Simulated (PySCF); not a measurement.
Bond stretch in SMILES C=S. The C1–S4 bond (C1 also carries H, H; S4 carries nothing else) is stretched with both fragments frozen at the PBE0/def2-TZVP optimised geometry.

Methods: RHF/STO-3G = restricted Hartree-Fock/STO-3G in PySCF 2.14.0; UKS-B3LYP/LANL2DZ = unrestricted B3LYP/LANL2DZ, with its core potentials past Ne (PySCF); RHF/6-31G (PySCF).

Energies are in mEh, each relative to the lowest point of its own curve near equilibrium.

```json
[
 {"R / Å": "1.21", "RHF/STO-3G": "308.6", "UKS-B3LYP/LANL2DZ": "333.5", "RHF": "330.4"},
 {"R / Å": "1.29", "RHF/STO-3G": "162.6", "UKS-B3LYP/LANL2DZ": "191.8", "RHF": "186.9"},
 {"R / Å": "1.36", "RHF/STO-3G": "81.9", "UKS-B3LYP/LANL2DZ": "110.4", "RHF": "104.7"},
 {"R / Å": "1.45", "RHF/STO-3G": "23.7", "UKS-B3LYP/LANL2DZ": "46.1", "RHF": "40.9"},
 {"R / Å": "1.49", "RHF/STO-3G": "10.2", "UKS-B3LYP/LANL2DZ": "28.4", "RHF": "?"},
 {"R / Å": "1.56", "RHF/STO-3G": "0.0", "UKS-B3LYP/LANL2DZ": "8.9", "RHF": "6.0"},
 {"R / Å": "1.60", "RHF/STO-3G": "0.3", "UKS-B3LYP/LANL2DZ": "3.1", "RHF": "1.4"},
 {"R / Å": "1.65", "RHF/STO-3G": "5.6", "UKS-B3LYP/LANL2DZ": "0.0", "RHF": "0.0"},
 {"R / Å": "1.71", "RHF/STO-3G": "17.5", "UKS-B3LYP/LANL2DZ": "?", "RHF": "3.3"},
 {"R / Å": "1.74", "RHF/STO-3G": "25.2", "UKS-B3LYP/LANL2DZ": "3.1", "RHF": "?"},
 {"R / Å": "1.86", "RHF/STO-3G": "64.2", "UKS-B3LYP/LANL2DZ": "?", "RHF": "26.9"},
 {"R / Å": "1.96", "RHF/STO-3G": "102.0", "UKS-B3LYP/LANL2DZ": "?", "RHF": "48.8"},
 {"R / Å": "2.16", "RHF/STO-3G": "172.3", "UKS-B3LYP/LANL2DZ": "?", "RHF": "93.5"},
 {"R / Å": "2.43", "RHF/STO-3G": "223.8", "UKS-B3LYP/LANL2DZ": "117.6", "RHF": "137.8"},
 {"R / Å": "2.66", "RHF/STO-3G": "244.2", "UKS-B3LYP/LANL2DZ": "144.9", "RHF": "161.7"},
 {"R / Å": "2.85", "RHF/STO-3G": "254.5", "UKS-B3LYP/LANL2DZ": "159.2", "RHF": "175.6"},
 {"R / Å": "3.17", "RHF/STO-3G": "264.4", "UKS-B3LYP/LANL2DZ": "172.0", "RHF": "191.1"},
 {"R / Å": "3.52", "RHF/STO-3G": "269.2", "UKS-B3LYP/LANL2DZ": "178.0", "RHF": "200.8"},
 {"R / Å": "3.93", "RHF/STO-3G": "271.5", "UKS-B3LYP/LANL2DZ": "180.7", "RHF": "206.9"},
 {"R / Å": "4.27", "RHF/STO-3G": "272.4", "UKS-B3LYP/LANL2DZ": "181.6", "RHF": "209.7"},
 {"R / Å": "4.85", "RHF/STO-3G": "273.2", "UKS-B3LYP/LANL2DZ": "182.2", "RHF": "212.2"},
 {"R / Å": "5.65", "RHF/STO-3G": "273.8", "UKS-B3LYP/LANL2DZ": "182.4", "RHF": "213.6"}
]
```

Question: What belongs in the gaps?

Answer: 
- 1.49, RHF: 23.8
- 1.71, UKS-B3LYP/LANL2DZ: 1.1
- 1.74, RHF: 6.6
- 1.86, UKS-B3LYP/LANL2DZ: 18.6
- 1.96, UKS-B3LYP/LANL2DZ: 36.6
- 2.16, UKS-B3LYP/LANL2DZ: 73.5

The restricted form behind RHF/STO-3G, RHF keeps the bonding electrons paired and can't separate into open-shell fragments. The unrestricted determinant behind UKS-B3LYP/LANL2DZ is spin-contaminated at 1.96 to 5.65 Å (<S²> up to 2.0, against 0.00 for a pure singlet).
